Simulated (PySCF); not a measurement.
GeO2, SMILES [O]=[Ge]=[O]. Atoms are numbered in the order given.

```xyz
3

Ge     0.0000     0.0000     0.0000
O      0.0000     0.0000    -1.6229
O      0.0000     0.0000     1.6229
```

Coordinates come from a TPSSh-D3(BJ)/def2-TZVP optimisation.

Computed with B3LYP/def2-TZVPD run with PySCF.

Computed frontier levels, gap, dipole moment and polarisability:
```json
{
 "highest_occupied_level": "-9.19 eV",
 "lowest_empty_level": "-3.61 eV",
 "orbital_gap": "5.59 eV",
 "dipole_moment": "0.00 D",
 "quadrupole, principal values (traceless, Buckingham form, about the centre of nuclear charge)": "-12.92, 6.46, 6.46 D·Å",
 "mean_static_polarisability": "33.8 bohr³ (5.01 Å³)",
 "polarisability_principal_values": "26.5, 26.5, 48.3 bohr³"
}
```
